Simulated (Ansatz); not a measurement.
`[F][K]` + H₂S → `[SH][K]` + H–F at 298.15 K and 1 bar (ligand exchange at a K–F bond).

Program: Ansatz. Geometries: PBE0-D4/def2-TZVP. ΔE: electronic, gas phase. CCSD(T)/CBS is the MP2 limit (def2-TZVPP, def2-QZVPP) plus CCSD(T) − MP2 in def2-TZVPP, frozen cores. This one scheme is used for every species. For K outer-core shells are correlated without core-valence functions, which leaves a few kJ/mol of doubt a bond. Scalar relativity is left out up to krypton.

```
  species  CCSD(T)/CBS energy (Eh)  H − E (kJ/mol)  S (J/(mol·K))
 `[F][K]`               -699.28088            12.0          226.5
      H₂S               -398.97279            49.9          205.7
`[SH][K]`               -997.85519            31.7          267.9
      H–F               -100.39570            33.5          173.6
```

H − E and S are ideal-gas, rigid-rotor, harmonic terms from PBE0-D4/def2-TZVP. 1 Eh = 2625.50 kJ/mol, R = 8.31446 J/(mol·K).

By hand: ΔE, ΔH, ΔS and ΔG.

ΔE = (-997.85519) + (-100.39570) − (-699.28088) − (-398.97279) = 0.00278 Eh = 7.3 kJ/mol. Δ(H − E) = 31.7 + 33.5 − 12.0 − 49.9 = 3.3, so ΔH = 10.6 kJ/mol. ΔS = 267.9 + 173.6 − 226.5 − 205.7 = 9.3 J/(mol·K). ΔG = 10.6 − 298.15 × (9.3)/1000 = 7.8 kJ/mol.

By hand: the equilibrium constant, and the temperature at which ΔG would vanish if ΔH and ΔS stayed fixed.

log₁₀ K = −ΔG/(RT ln 10) = -1.4. ΔG = 0 at ΔH/ΔS = 1140 K, though so small a ΔS makes that figure unsure.

The number of gas molecules stays the same, so ΔS is small and ΔH decides. A doubt of 5 kJ/mol in ΔE shifts log₁₀ K by 0.9 here. These are equilibria of isolated gas molecules and say nothing of rates. Largest T1 diagnostic: 0.012 (customary marks: 0.02 for closed shells, 0.045 for open ones).
